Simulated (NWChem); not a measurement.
# Spin states of HBF

SMILES: [BH]F
```xyz
3

B      0.6290    -0.3926     0.0000
F     -0.5341     0.1901     0.0000
H      1.6619     0.2522     0.0000
```
Charge 0, spin multiplicity 2.

Program: NWChem. The geometry was optimised at UPBE0/def2-SVP, a minimum by its harmonic frequencies.

Basis set: def2-TZVP. The gap is E(quartet) − E(doublet) at the geometry of the doublet, so a negative value puts the higher spin lower. Open shells are unrestricted, coupled cluster uses restricted open-shell references. The quartet is the single determinant that the SCF runs reached, with unpaired electrons in orbitals of symmetry a" and a' and a' (Cs labels); it need not be the lowest quartet, which in molecules with degenerate π orbitals can need several determinants.

| method | vertical doublet-quartet gap (kcal/mol) | relative cost | difference from CCSD(T) |
|---|---|---|---|
| PBE | 159.5 | 1 | -8.6 |
| B3LYP | 168.6 | under 3 | +0.4 |
| TPSS | 162.6 | under 3 | -5.5 |
| B2PLYP | 170.5 | under 3 | +2.4 |
| HF | 152.2 | under 3 | -15.9 |
| MP2 | 166.6 | under 3 | -1.5 |
| CAM-B3LYP | 170.1 | 7 | +2.0 |
| CCSD(T) | 168.1 | 10 | 0.0 |

The values span 18.3 kcal/mol, from HF (lowest) to B2PLYP (highest). The cost column gives rough processor time relative to PBE; each entry includes its own SCF.

The correlated methods keep 2 core orbitals frozen. B3LYP has NWChem's definition, with VWN1-RPA local correlation. GW and range-separated runs recompute their integrals, the others keep them in memory, which bears on the times. The structure started from a generated list of species. The unpaired electrons of the parent sit in orbitals of symmetry a' (Cs labels of the run); other states weren't searched. The stability of the SCF solutions was not checked. Open-shell Hartree-Fock references start from PBE0 orbitals; any time given for them includes that run. Coupled-cluster values serve here as a point of comparison, not as the truth.
